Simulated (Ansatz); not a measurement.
Consider the ligand exchange at the Si–N bond: `CN[SiH2][SiH3]` + `[SH][GeH3]` → `[SiH3][SiH2][S][GeH3]` + CH₃NH₂.

Computed with Ansatz on PBE0-D4/def2-TZVP structures; ΔE is electronic, products minus reactants. CCSD(T)/CBS is the MP2 limit (def2-TZVPP, def2-QZVPP) plus CCSD(T) − MP2 in def2-TZVPP, frozen cores. DFT in def2-TZVPP. B3LYP here is the variant with VWN-RPA as its local correlation; programs differ in this. For Ge outer-core shells are correlated without core-valence functions, which leaves a few kJ/mol of doubt a bond. Scalar relativity is left out up to krypton. One conformer a species, not always the lowest.

`CN[SiH2][SiH3]`:

Cartesian coordinates in Å:
```
C -0.800 1.550 -0.943
N -1.285 0.280 -0.447
Si -0.535 -0.551 0.862
Si 1.691 -1.218 0.486
H -0.461 2.164 -0.104
H -1.602 2.104 -1.439
H 0.038 1.463 -1.647
H -1.737 -0.282 -1.151
H -1.358 -1.760 1.141
H -0.539 0.346 2.053
H 2.548 -0.044 0.151
H 1.774 -2.177 -0.652
H 2.268 -1.876 1.692
```

`[SH][GeH3]`:

Cartesian coordinates in Å:
```
S -0.822 -1.445 0.447
Ge 0.280 0.461 0.135
H -1.031 -1.664 -0.861
H -0.617 1.489 -0.573
H 1.550 0.218 -0.694
H 0.640 0.941 1.546
```

`[SiH3][SiH2][S][GeH3]`:

```xyz
12

Si    0.164    2.083   -0.244
Si    0.601    0.016   -1.253
S    -1.019   -1.357   -0.983
Ge   -0.682   -1.893    1.152
H     1.301    3.019   -0.461
H    -1.069    2.670   -0.832
H    -0.036    1.911    1.220
H     1.862   -0.568   -0.714
H     0.743    0.186   -2.723
H    -1.741   -2.953    1.474
H     0.737   -2.458    1.317
H    -0.861   -0.657    2.046
```

CH₃NH₂:

Cartesian coordinates in Å:
```
C -0.388 -0.160 0.383
N 0.814 0.193 -0.353
H -1.328 -0.076 -0.182
H -0.473 0.479 1.265
H -0.305 -1.188 0.741
H 0.763 1.147 -0.685
H 0.917 -0.395 -1.170
```

```json
{"level": "B3LYP-D4", "ΔE (eV)": "-0.23"}
{"level": "B3LYP", "ΔE (eV)": "-0.16"}
{"level": "SCS-MP2/def2-QZVPP", "ΔE (eV)": "-0.25"}
{"level": "CCSD/CBS(def2)", "ΔE (eV)": "-0.25"}
```

(1) What does CCSD(T)/CBS give? (An estimate is asked.)

Largest T1 diagnostic among the species: 0.012.

Results:

(1) The calculation gave: -0.28 eV. The listed levels differ from it by 0.05, 0.12, 0.03, 0.03 eV.

In def2-TZVPP, CCSD(T) changes the Hartree–Fock value by −0.10 eV (the triples alone add −0.03 eV) and MP2 by −0.14 eV. The D4 term adds −0.06 eV with B3LYP and −0.03 eV with PBE0; it sums over pairs of atoms, weighted by their polarisabilities, and B3LYP, whose exchange is more repulsive, gets the larger term.
